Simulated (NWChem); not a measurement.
## Atomisation of germanium monoxide (GeO)

```
Ge
O 1 1.6236
```
Charge 0, spin multiplicity 1.

Everything below was run with NWChem. The geometry was optimised at PBE0/def2-SVP, a minimum by its harmonic frequencies.

Basis set: def2-TZVP. The atomisation energy is electronic alone: no zero-point, thermal, spin-orbit or counterpoise terms. No value is extrapolated to the basis-set limit. Free atoms are single determinants with multiplicities Ge 3, O 3. Correlated methods freeze the same cores in atoms and molecule, 10 orbitals in all.

The cost column gives rough processor time relative to HF; each entry includes its own SCF. Costs are the molecule's.

The Hamiltonian is non-relativistic. B3LYP has NWChem's definition, with VWN1-RPA local correlation. GW and range-separated runs recompute their integrals, the others keep them in memory, which bears on the times. No SCF solution was tested for a lower state. Open-shell Hartree-Fock references start from PBE0 orbitals; any time given for them includes that run. Coupled-cluster values serve here as a point of comparison, not as the truth.

```json
[
 {"method": "CCSD(T)", "atomisation energy (kcal/mol)": "154.6", "relative cost": "5"},
 {"method": "BHandHLYP", "atomisation energy (kcal/mol)": "136.9", "relative cost": "under 3"},
 {"method": "PBE", "atomisation energy (kcal/mol)": "?", "relative cost": "under 3"},
 {"method": "BP86", "atomisation energy (kcal/mol)": "169.0", "relative cost": "under 3"},
 {"method": "HF", "atomisation energy (kcal/mol)": "72.5", "relative cost": "1"},
 {"method": "LC-wPBE (omega 0.3 per bohr)", "atomisation energy (kcal/mol)": "?", "relative cost": "7"},
 {"method": "B3LYP", "atomisation energy (kcal/mol)": "156.5", "relative cost": "under 3"},
 {"method": "MP2", "atomisation energy (kcal/mol)": "?", "relative cost": "under 3"},
 {"method": "PBE0", "atomisation energy (kcal/mol)": "152.2", "relative cost": "under 3"}
]
```

Task: Complete the blanks.

Result: 
- PBE, atomisation energy (kcal/mol): 168.7
- LC-wPBE (omega 0.3 per bohr), atomisation energy (kcal/mol): 159.4
- MP2, atomisation energy (kcal/mol): 168.5
